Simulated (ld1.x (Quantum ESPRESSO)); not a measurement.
**Ranking TM potentials for scandium**

All share these settings but for the change named:

Sc, norm-conserving Troullier–Martins (Kleinman–Bylander form), made with ld1.x (Quantum ESPRESSO) 7.5 (LDA (PZ), scalar-relativistic). Core [Ne], reference 3s2 3p6 3d1 4s2 4p0. Waves: 3s (bound): rc 1.10 bohr; 3p (bound): rc 1.50 bohr; 3d (bound): rc 2.10 bohr. Local part: the d channel. Core correction: none.

Occupied shells without a wave of their own: 4s. They enter only through the test configuration that unscreens the potential.

Cutoff: the first of the cutoffs (Ry, on a coarse ladder) from which the occupation-weighted sum of valence levels, in a spherical-Bessel basis at the reference potential, stays within 10 and 1 mRy of its value at 400 Ry; the density cutoff is not measured.

The base gives 100 Ry.

Of 10 variants that were run, those that failed, showed a ghost or another fault, or gave nearly equal values are left out.

A variant can come out equal or close to the base.

Question: Rank these variants from softest to hardest (loose cutoff).
A. wave 3s (bound): rc 1.10 bohr becomes 3s (bound): rc 0.74 bohr
B. functional PBE
C. wave 3s (bound): rc 1.10 bohr becomes 3s (bound): rc 1.30 bohr
D. all radii scaled by about 1.22 (s 1.34, p 1.84, d 2.56 bohr)

Answer: D (70 Ry), C (80 Ry), B (100 Ry), A (260 Ry).
